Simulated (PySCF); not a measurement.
**Working out the ionisation energy of Tm⁺**

Tm⁺ [Xe] 4f13 6s1 (3F) → Tm²⁺ [Xe] 4f13 (2F). Calculation: PySCF 2.14, in cc-pVDZ-X2C; the spin-free X2C one-electron Hamiltonian (Gaussian nucleus). Frozen: [Kr] 4d10. Energies in hartree (1 hartree = 27.21139 eV):

```
            part    Tm⁺ (lower)   Tm²⁺ (upper)
             UHF  -13561.962606  -13561.552677
CCSD correlation      -0.824583      -0.801709
             (T)      -0.029799      -0.026536
```

**Question.** What does Hartree-Fock give?

**Answer.** (-13561.552677) − (-13561.962606) = 0.409929 hartree = 11.155 eV.

**Question.** What do CCSD and CCSD(T) give?

**Answer.** The CCSD correlation energies differ by 0.022874 hartree = 0.622 eV and the triples by 0.003263 hartree = 0.089 eV, so CCSD gives 11.777 eV and CCSD(T) 11.866 eV.

A first-order spin-orbit estimate adds -0.001 eV to CCSD(T) (valence), giving 11.865 eV against 12.065 ± 0.02 eV (semi-empirical (NIST evaluation); NIST Atomic Spectra Database, ionization energies).

A double-zeta basis recovers only part of the correlation energy.

What remains against the reference includes basis incompleteness, the frozen core and higher excitations.
